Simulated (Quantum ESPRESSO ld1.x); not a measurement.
The numbers below are computed, except where a source is named.
Pb XXXVIII, configuration [Kr] 4d9 (the NIST ground configuration). Code: ld1.x of Quantum ESPRESSO 7.5. Model: Dirac Kohn-Sham, PBE, spin-unpolarised, spherical densities, point nucleus; open shells fill j = l - 1/2 first.

Spin-orbit splittings of the eigenvalues, e(l+1/2) - e(l-1/2), with zeta = 2 splitting/(2l+1) and mean radii in bohr:

| shell | occ. | splitting (eV) | zeta (eV) | <r> j=l-1/2 | <r> j=l+1/2 |
|---|---|---|---|---|---|
| 2p | 6 | 2189 | 1459 | 0.05489 | 0.06381 |
| 3p | 6 | 495.2 | 330.1 | 0.1635 | 0.1792 |
| 3d | 10 | 105.3 | 42.13 | 0.1557 | 0.1604 |
| 4p | 6 | 147.0 | 98.01 | 0.3566 | 0.3821 |
| 4d | 9 | 30.31 | 12.12 | 0.3728 | 0.3800 |
| 5p | 0 | 57.67 | 38.44 | 0.6465 | 0.6806 |
